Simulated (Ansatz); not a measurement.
Ansatz (an electronic-structure program) input (SVWN5/def2-TZVPD):

Ansatz 0.2 input:
```yaml
crystal:
  periodic: [false, false, false]
  atoms:
    - {symbol: Mg, position_ang: [-0.20932337, 0.84865598, -0.01045506]}
    - {symbol: Cl, position_ang: [1.50564249, 0.03693933, -1.35054353]}
    - {symbol: Cl, position_ang: [-1.35788482, -0.63599061, 1.35792357]}
basis:
  gaussian:
    orbitals: def2-TZVPD
hamiltonian:
  xc: {name: SVWN5}
total_charge: -1
magnetization: {spin_polarized: true, initial_magnetization: 1}
output: {forces: true}
```

End of the output:

```
868 factors; their error is unknown
mean field: 0.43 GiB planned
mean field evaluation 1: about -30389.0957 eV, gradient 1.1e1 eV
mean field evaluation 2: about -30388.9798 eV, gradient 1.2e1 eV
mean field evaluation 4: about -30389.4874 eV, gradient 4.0e-1 eV
mean field evaluation 8: about -30389.4696 eV, gradient 4.1e-2 eV
mean field evaluation 16: about -30387.4954 eV, gradient 3.2e0 eV
mean field -30389.46965066 eV, -1116.7924109394 hartree, gradient 4.5e-5 eV, S^2 0.750720; 0 other end points of the search recorded, 0 dependent functions left out
the calculation of the forces begins
reference -30389.46969032 eV, -1116.7924123970 hartree; 24, 23 occupied and 103, 104 virtual orbitals, 868 factors
Total energy: -30389.46969032 eV, -1116.7924123970 hartree
Atom 0 at    -0.209323     0.848656    -0.010455 Å, force     0.058663    -0.237836     0.002930 eV/Å
Atom 1 at     1.505642     0.036939    -1.350544 Å, force    -0.161765     0.087796     0.123797 eV/Å
Atom 2 at    -1.357885    -0.635991     1.357924 Å, force     0.103102     0.150040    -0.126727 eV/Å
Dipole moment:     0.035799    -0.145139     0.001788 e Å
```
